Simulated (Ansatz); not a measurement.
# Abstraction of Cl: C2H3ClO + NbCl4 → C2H3O + NbCl5

Species: C2H3ClO `CC(=O)Cl`, singlet; NbCl4 `[Cl][Nb]([Cl])([Cl])[Cl]`, doublet; C2H3O (acetyl radical) `C[C]=O`, doublet; NbCl5 (niobium pentachloride) `[Cl][Nb]([Cl])([Cl])([Cl])[Cl]`, singlet. A radical takes Cl: the energy is the difference in strength between the C–Cl bond broken and the Nb–Cl bond made.

Shapes, held fixed at every level: PBE0-D4/def2-TZVP. Programs: Ansatz 0.2.0. The zero-point and thermal change to 298 K, harmonic and unscaled (PBE0-D4/def2-TZVP), is -4.3 kJ/mol.

**Question.** Estimate ΔH(298 K) of this reaction.

**Answer.** The highest level, CCSD(T)/def2-TZVPP, gives ΔH(298 K) = +68.6 kJ/mol; the levels span +41.9 to +151.5. The column of differences is taken from that level and isn't an error. No measured value is set beside it here. Open shells run unrestricted unless RO is named. For atoms past krypton def2 sets carry core potentials with scalar relativity. Correlated rows may include outer-core shells of Nb, which these sets cover unevenly.

```json
{"level": "HF/def2-SVP", "kind": "Hartree–Fock", "ΔH(298 K) (kJ/mol)": "+151.5", "less CCSD(T)/def2-TZVPP": "+82.9"}
{"level": "HF/def2-TZVPP", "kind": "Hartree–Fock", "ΔH(298 K) (kJ/mol)": "+149.2", "less CCSD(T)/def2-TZVPP": "+80.6"}
{"level": "SPW92/def2-TZVPP", "kind": "LDA", "ΔH(298 K) (kJ/mol)": "+41.9", "less CCSD(T)/def2-TZVPP": "-26.7"}
{"level": "PBE-D4/def2-TZVPP", "kind": "GGA", "ΔH(298 K) (kJ/mol)": "+46.4", "less CCSD(T)/def2-TZVPP": "-22.2"}
{"level": "BHLYP-D4/def2-TZVPP", "kind": "global hybrid", "ΔH(298 K) (kJ/mol)": "+98.1", "less CCSD(T)/def2-TZVPP": "+29.5"}
{"level": "wB97M-V/def2-TZVPP", "kind": "range-separated hybrid", "ΔH(298 K) (kJ/mol)": "+86.2", "less CCSD(T)/def2-TZVPP": "+17.6"}
{"level": "CCSD(T)/def2-SVP", "kind": "coupled cluster or CI", "ΔH(298 K) (kJ/mol)": "+61.2", "less CCSD(T)/def2-TZVPP": "-7.4"}
{"level": "CCSD(T)/def2-TZVPP", "kind": "coupled cluster or CI", "ΔH(298 K) (kJ/mol)": "+68.6", "less CCSD(T)/def2-TZVPP": "0.0"}
```
